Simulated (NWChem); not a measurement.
System: 1,4-dioxane (C4H8O2); SMILES C1COCCO1

Here is an NWChem input.

```
start job
memory heap 200 mb stack 900 mb global 1100 mb
geometry units angstroms noautosym nocenter noautoz
  C      1.141899     0.672442    -0.349019
  C      1.136286    -0.681026     0.349264
  O     -0.005406    -1.457482    -0.000815
  C     -1.141899    -0.672442    -0.349019
  C     -1.136286     0.681026     0.349264
  O      0.005406     1.457482    -0.000815
  H      2.047647     1.248314    -0.062315
  H      1.187696     0.514343    -1.455002
  H      2.038075    -1.263627     0.063773
  H      1.181801    -0.523332     1.455322
  H     -1.187696    -0.514343    -1.455002
  H     -2.047647    -1.248314    -0.062315
  H     -2.038075     1.263627     0.063773
  H     -1.181801     0.523332     1.455322
end
basis spherical
  C library def2-svp
  O library def2-svp
  H library def2-svp
end
dft
  xc xpbe96 cpbe96
  iterations 150
end
cosmo
  do_cosmo_smd true
  solvent clbenzen
end
task dft energy
```

NWChem printed, in part:

```
             Northwest Computational Chemistry Package (NWChem) 7.3.0
             --------------------------------------------------------

                             Geometry "geometry" -> ""
                             -------------------------

 Output coordinates in angstroms (scale by  1.889725989 to convert to a.u.)

  No.       Tag          Charge          X              Y              Z
 ---- ---------------- ---------- -------------- -------------- --------------
    1 C                    6.0000     1.14189900     0.67244200    -0.34901900
    2 C                    6.0000     1.13628600    -0.68102600     0.34926400
    3 O                    8.0000    -0.00540600    -1.45748200    -0.00081500
    4 C                    6.0000    -1.14189900    -0.67244200    -0.34901900
    5 C                    6.0000    -1.13628600     0.68102600     0.34926400
    6 O                    8.0000     0.00540600     1.45748200    -0.00081500
    7 H                    1.0000     2.04764700     1.24831400    -0.06231500
    8 H                    1.0000     1.18769600     0.51434300    -1.45500200
    9 H                    1.0000     2.03807500    -1.26362700     0.06377300
   10 H                    1.0000     1.18180100    -0.52333200     1.45532200
   11 H                    1.0000    -1.18769600    -0.51434300    -1.45500200
   12 H                    1.0000    -2.04764700    -1.24831400    -0.06231500
   13 H                    1.0000    -2.03807500     1.26362700     0.06377300
   14 H                    1.0000    -1.18180100     0.52333200     1.45532200

 Effective nuclear repulsion energy (a.u.)     263.0799326870

  pbe96 is a nonlocal functional; adding pw91lda local functional.

                                 NWChem DFT Module
                                 -----------------

 Summary of "ao basis" -> "ao basis" (spherical)
 ------------------------------------------------------------------------------
       Tag                 Description            Shells   Functions and Types
 ---------------- ------------------------------  ------  ---------------------
 C                          def2-svp                 6       14   3s2p1d
 O                          def2-svp                 6       14   3s2p1d
 H                          def2-svp                 3        5   2s1p

 in cosmo_initialize ...
 calling solv_data for solv:clbenzen

[...]

                                COSMO-SMD solvation results
                                ---------------------------

             internal energy in gas <Psi(g)|H|Psi(g)> =      -307.048159768650
         internal energy in solvent <Psi(s)|H|Psi(s)> =      -307.047845266154
                               delta internal energy  =         0.000314502496 (    0.20 kcal/mol)
   total free energy in solvent <Psi(s)|H+V/2|Psi(s)> =      -307.052772051601
 polarization energy contribution <Psi(s)|V/2|Psi(s)> =        -0.004926785447 (   -3.09 kcal/mol)
    total free energy in solvent including G(SMD-CDS) =      -307.055850977225
                       G(SMD-CDS) energy contribution =        -0.003078925625 (   -1.93 kcal/mol)
     1 M fixed-concentration free energy of solvation =        -0.007691208575 (   -4.83 kcal/mol)

                       DFT Final Molecular Orbital Analysis
                       ------------------------------------

 Vector   22  Occ=2.000000D+00  E=-2.366565D-01
              MO Center= -5.5D-08, -5.8D-08, -1.5D-04, r^2= 3.4D+00
   Bfn.  Coefficient  Atom+Function         Bfn.  Coefficient  Atom+Function
  ----- ------------  ---------------      ----- ------------  ---------------
    33      0.340084   3 O  py               75     -0.340084   6 O  py
    36      0.256416   3 O  py               78     -0.256416   6 O  py
     5      0.228233   1 C  py               19     -0.228379   2 C  py
    47     -0.228233   4 C  py               61      0.228379   5 C  py
    95      0.127931   9 H  s               115      0.127931  13 H  s

 Vector   23  Occ=2.000000D+00  E=-2.078377D-01
              MO Center=  8.8D-09,  4.9D-08, -6.4D-04, r^2= 3.3D+00
   Bfn.  Coefficient  Atom+Function         Bfn.  Coefficient  Atom+Function
  ----- ------------  ---------------      ----- ------------  ---------------
    34      0.386527   3 O  pz               76      0.386527   6 O  pz
    37      0.281750   3 O  pz               79      0.281750   6 O  pz
    32     -0.154348   3 O  px               74      0.154348   6 O  px
    35     -0.130973   3 O  px               77      0.130973   6 O  px
    90      0.115560   8 H  s               100     -0.115406  10 H  s

 Vector   24  Occ=2.000000D+00  E=-1.941473D-01
              MO Center=  6.4D-09, -4.4D-08, -4.2D-04, r^2= 3.3D+00
   Bfn.  Coefficient  Atom+Function         Bfn.  Coefficient  Atom+Function
  ----- ------------  ---------------      ----- ------------  ---------------
    34      0.369626   3 O  pz               76     -0.369626   6 O  pz
    37      0.282332   3 O  pz               79     -0.282332   6 O  pz
    90     -0.175778   8 H  s               100     -0.175853  10 H  s
   105      0.175778  11 H  s               120      0.175853  14 H  s
    91     -0.174760   8 H  s               101     -0.174771  10 H  s

 Vector   25  Occ=0.000000D+00  E= 3.968346D-02
              MO Center=  7.6D-08,  1.8D-09,  1.1D-03, r^2= 8.0D+00
   Bfn.  Coefficient  Atom+Function         Bfn.  Coefficient  Atom+Function
  ----- ------------  ---------------      ----- ------------  ---------------
     3      0.848129   1 C  s                17      0.849637   2 C  s
    45      0.848129   4 C  s                59      0.849637   5 C  s
    91     -0.648222   8 H  s               101     -0.648399  10 H  s
   106     -0.648222  11 H  s               121     -0.648399  14 H  s
    86     -0.635129   7 H  s                96     -0.635414   9 H  s

[...]
```

Level: PBE/def2-SVP, SMD on the gas-phase geometry. Structure relaxed at the PBE-D3(BJ)/def2-SVP level. Solvent: chlorobenzene.
